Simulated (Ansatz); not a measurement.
C2H6BFO2, one more setting.

```yaml
crystal:
  periodic: [false, false, false]
  atoms:
    - {symbol: B, position_ang: [-0.389595, -1.785047, -0.247658]}
    - {symbol: C, position_ang: [-0.433582, -0.177227, -0.301611]}
    - {symbol: O, position_ang: [-0.157810, -1.764181, 1.226537]}
    - {symbol: F, position_ang: [-1.485433, 0.465575, 0.124805]}
    - {symbol: O, position_ang: [0.571001, 0.583817, -0.489713]}
    - {symbol: C, position_ang: [0.527307, 1.979355, -0.116602]}
    - {symbol: H, position_ang: [-1.470929, -2.234035, -0.546314]}
    - {symbol: H, position_ang: [0.535179, -2.194429, -0.914907]}
    - {symbol: H, position_ang: [0.781374, -1.853751, 1.398144]}
    - {symbol: H, position_ang: [1.512480, 2.365123, -0.359190]}
    - {symbol: H, position_ang: [-0.241285, 2.494301, -0.689891]}
    - {symbol: H, position_ang: [0.328192, 2.065399, 0.950400]}
basis:
  gaussian: {orbitals: 6-31G}
hamiltonian: {xc: {name: wB97M-V}}
accuracy: high
scf: {lower_state_search: off}
output: {forces: true}
```

```sh
$ ansatz run in.yaml --threads 4 --pin off --events-out ev --progress --plain --max-ram 10444MiB
```

It prints (some lines left out):

```
Functional definition: wB97M-V
1709 factors; integrals over basis functions are off by at most 4.6e-9 eV
384 factors; integrals over basis functions are off by at most 2.5e-9 eV
mean field evaluation 1: about -9646.2567 eV, gradient 4.9e1 eV
mean field evaluation 2: about -9644.7118 eV, gradient 5.9e1 eV
mean field evaluation 4: about -9651.0535 eV, gradient 3.2e0 eV
mean field evaluation 8: about -9651.2252 eV, gradient 2.3e-1 eV
mean field evaluation 16: about -9651.2254 eV, gradient 3.2e-4 eV
mean field -9651.22535280 eV, -354.6759898799 hartree, gradient 4.6e-8 eV, S^2 0.000000; 0 other end points of the search recorded, 0 dependent functions left out
reference -9651.22535623 eV, -354.6759900058 hartree; 24, 24 occupied and 42, 42 virtual orbitals, 1709 factors
Total energy: -9651.22535623 eV, -354.6759900058 hartree
Atom 0 at    -0.389595    -1.785047    -0.247658 Å, force    -0.396694    -0.299190    -0.989851 eV/Å
Atom 1 at    -0.433582    -0.177227    -0.301611 Å, force     0.686901    -2.724288    -0.886004 eV/Å
Atom 2 at    -0.157810    -1.764181     1.226537 Å, force    -0.364797     0.198877     0.517997 eV/Å
Atom 3 at    -1.485433     0.465575     0.124805 Å, force    -2.217921     1.376950     0.934371 eV/Å
Atom 4 at     0.571001     0.583817    -0.489713 Å, force     1.271701     0.139973    -0.360340 eV/Å
Atom 5 at     0.527307     1.979355    -0.116602 Å, force     0.266556     1.245261     0.219855 eV/Å
Atom 6 at    -1.470929    -2.234035    -0.546314 Å, force     0.123199     0.061174     0.028260 eV/Å
Atom 7 at     0.535179    -2.194429    -0.914907 Å, force    -0.061458     0.049084     0.044741 eV/Å
Atom 8 at     0.781374    -1.853751     1.398144 Å, force     0.750058    -0.158796     0.439944 eV/Å
Atom 9 at     1.512480     2.365123    -0.359190 Å, force    -0.017889     0.018017     0.009850 eV/Å
Atom 10 at    -0.241285     2.494301    -0.689891 Å, force    -0.032303     0.050924    -0.013128 eV/Å
Atom 11 at     0.328192     2.065399     0.950400 Å, force    -0.007354     0.042014     0.054305 eV/Å
Dipole moment:     0.489634     1.311219    -0.075143 e Å
Checks for a lower state left out: stability, starts, cluster_reference, orbital_swaps, neighbouring_geometries, increment
```

Hardware: 4 threads of an Arm Neoverse V2 on a shared host. Wall time 20 s, peak host memory 0.55 GiB.
